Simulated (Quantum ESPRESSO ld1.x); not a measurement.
Q: Tm, 69 electrons, occupied as [Xe] 4f12.5 5d0.5 6s1 6p1 (fractional occupations, a model configuration). Calculated with ld1.x of Quantum ESPRESSO 7.5: Dirac Kohn-Sham, BLYP, spin-unpolarised, spherical densities, point nucleus; open shells are shared between the two j in proportion to 2j + 1. Some entries of the table are withheld. Estimate them.

orbital      occ.  eigenvalue (eV)  <1/r> (bohr^-1)
1s1/2           2         -59230.4            79.12
2s1/2           2         -9991.17            19.06
2p1/2           2         -9522.98            19.03
2p3/2           4         -8542.41            16.42
3s1/2           2         -2249.16            6.980
3p1/2           2              (1)            6.895
3p3/2           4              (2)            6.227
3d3/2           4         -1485.18            6.114
3d5/2           6         -1439.94            5.952
4s1/2           2         -446.835            2.922
4p1/2           2         -364.069            2.813
4p3/2           4         -317.240            2.580
4d3/2           4              (3)            2.359
4d5/2           6              (4)            2.302
5s1/2           2         -56.7046            1.093
5p1/2           2              (5)           0.9588
5p3/2           4              (6)           0.8755
4f5/2     5.35714          -8.1439            1.732
4f7/2     7.14286          -6.9117            1.701
6s1/2           1          -4.9836           0.3405
5d3/2         0.2          -2.5450           0.4761
5d5/2         0.3          -2.2612           0.4541
6p1/2    0.333333          -1.9577           0.2476
6p3/2    0.666667          -1.6374           0.2270

A: 
(1) 3p1/2 eigenvalue (eV): -2043.28
(2) 3p3/2 eigenvalue (eV): -1836.26
(3) 4d3/2 eigenvalue (eV): -181.121
(4) 4d5/2 eigenvalue (eV): -172.593
(5) 5p1/2 eigenvalue (eV): -34.1489
(6) 5p3/2 eigenvalue (eV): -28.2549
